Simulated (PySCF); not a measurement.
Constitutional and geometric isomers with formula C2H4S2. All species are isolated molecules in the gas phase. One relaxed conformer stands for each flexible species; it need not be the lowest. Strings in code marks are SMILES.

All values below come from PBE-D3(BJ)/def2-TZVP run with PySCF 2.14.0. All candidates: neutral, multiplicity 1. Delta-SCF ions had no search for a lower state. 

- HOMO = -5.33 eV
- vertical ionisation energy (Delta-SCF) = 8.55 eV
- LUMO = -2.92 eV

Task: Which member has these values?
A. `C=C(S)S` (S–C–S–H torsion 0°, S–C–S–H torsion 180°)
B. `C1SCS1`
C. `CC(=S)S` (S–C–S–H torsion 0°)
D. `S=CCS` (S–C–C–S torsion 113°, C–C–S–H torsion 76°)

Result: C, `CC(=S)S` (S–C–S–H torsion 0°). The others give `S=CCS` (S–C–C–S torsion 113°, C–C–S–H torsion 76°): -5.38 eV, 8.41 eV, -3.34 eV; `C=C(S)S` (S–C–S–H torsion 0°, S–C–S–H torsion 180°): -5.36 eV, 8.23 eV, -1.50 eV; `C1SCS1`: -5.33 eV, 8.35 eV, -2.10 eV
